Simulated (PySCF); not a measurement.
C5H6S2, SMILES Cc1ccc(S)s1, GFN2-xTB optimised geometry.

```
13

C     -1.64    -2.29     0.00
C     -0.70    -1.14     0.00
C      0.66    -1.14     0.00
C      1.23     0.15     0.00
C      0.29     1.14     0.00
S      0.60     2.87     0.00
S     -1.32     0.49     0.00
H     -1.07    -3.22     0.02
H     -2.29    -2.26     0.87
H     -2.26    -2.28    -0.89
H      1.24    -2.04     0.00
H      2.29     0.35     0.00
H     -0.69     3.22     0.01
```

Density from PBE/def2-TZVP (PySCF 2.14.0) at that geometry.

Minimum of the electron density along straight lines between bonded atoms, close to the bond critical point (lines longer than 1.1 times the sum of covalent radii, or with two minima, are not listed):

| bond | length / Å | ρ at the minimum / e bohr⁻³ | ∇²ρ there / e bohr⁻⁵ | position (fraction from the first atom) |
|---|---|---|---|---|
| C1–C2 | 1.486 | ? | -0.65 | 0.48 |
| C2–C3 | 1.357 | 0.331 | -0.94 | 0.51 |
| C3–C4 | 1.414 | 0.298 | ? | 0.50 |
| C4–C5 | 1.359 | 0.328 | -0.93 | 0.48 |
| C5–S6 | 1.758 | 0.197 | -0.36 | 0.49 |
| C2–S7 | 1.741 | 0.206 | -0.38 | 0.47 |
| C5–S7 | 1.737 | 0.206 | -0.39 | 0.48 |
| C1–H8 | 1.087 | 0.278 | -0.94 | 0.64 |
| C1–H9 | 1.090 | 0.276 | -0.92 | 0.64 |
| C1–H10 | 1.090 | 0.276 | -0.92 | 0.64 |
| C3–H11 | 1.075 | 0.285 | -1.00 | 0.64 |
| C4–H12 | 1.074 | 0.286 | -1.00 | 0.64 |
| S6–H13 | 1.331 | ? | -0.65 | 0.64 |

Problem. Fill in the missing entries.

Solution. 
- C1–C2, ρ at the minimum / e bohr⁻³: 0.259
- C3–C4, ∇²ρ there / e bohr⁻⁵: -0.81
- S6–H13, ρ at the minimum / e bohr⁻³: 0.221
